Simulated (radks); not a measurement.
Isoelectronic series with 8 electrons, each ion in its NIST ground configuration. Method: scalar-relativistic Kohn-Sham, r2SCAN, spin-polarised, spherical densities, finite nucleus; open shells are filled with parallel spins first; meta-GGA in the generalised Kohn-Sham scheme; Fermi nuclear charge, rms radius of each element as measured or else 0.836 A^(1/3) + 0.57 fm; computed with a radial shooting solver on a logarithmic mesh with Libxc functionals. Total energies (hartree) and mean radii <r> (bohr):

[
 {"ion": "O", "configuration": "[He] 2s2 2p4", "E (hartree)": "-75.09032", "2p down": "1.354", "2p up": "1.213"},
 {"ion": "F+", "configuration": "[He] 2s2 2p4", "E (hartree)": "-99.14502", "2p down": "1.018", "2p up": "0.9592"},
 {"ion": "Ne2+", "configuration": "[He] 2s2 2p4", "E (hartree)": "-126.73483", "2p down": "0.8318", "2p up": "0.7974"},
 {"ion": "Mg4+", "configuration": "[He] 2s2 2p4", "E (hartree)": "-192.51066", "2p down": "0.6158", "2p up": "0.5993"},
 {"ion": "Al5+", "configuration": "[He] 2s2 2p4", "E (hartree)": "-230.70118", "2p down": "0.5462", "2p up": "0.5337"},
 {"ion": "Si6+", "configuration": "[He] 2s2 2p4", "E (hartree)": "-272.43252", "2p down": "0.4910", "2p up": "0.4813"},
 {"ion": "P7+", "configuration": "[He] 2s2 2p4", "E (hartree)": "-317.71031", "2p down": "0.4462", "2p up": "0.4383"},
 {"ion": "S8+", "configuration": "[He] 2s2 2p4", "E (hartree)": "-366.54100", "2p down": "0.4089", "2p up": "0.4024"},
 {"ion": "Cl9+", "configuration": "[He] 2s2 2p4", "E (hartree)": "-418.93176", "2p down": "0.3774", "2p up": "0.3720"},
 {"ion": "Ar10+", "configuration": "[He] 2s2 2p4", "E (hartree)": "-474.89043", "2p down": "0.3505", "2p up": "0.3458"},
 {"ion": "K11+", "configuration": "[He] 2s2 2p4", "E (hartree)": "-534.42551", "2p down": "0.3271", "2p up": "0.3231"},
 {"ion": "Ca12+", "configuration": "[He] 2s2 2p4", "E (hartree)": "-597.54607", "2p down": "0.3067", "2p up": "0.3032"},
 {"ion": "Sc13+", "configuration": "[He] 2s2 2p4", "E (hartree)": "-664.26181", "2p down": "0.2887", "2p up": "0.2856"},
 {"ion": "Ti14+", "configuration": "[He] 2s2 2p4", "E (hartree)": "-734.58310", "2p down": "0.2727", "2p up": "0.2699"},
 {"ion": "V15+", "configuration": "[He] 2s2 2p4", "E (hartree)": "-808.52089", "2p down": "0.2583", "2p up": "0.2559"}
]
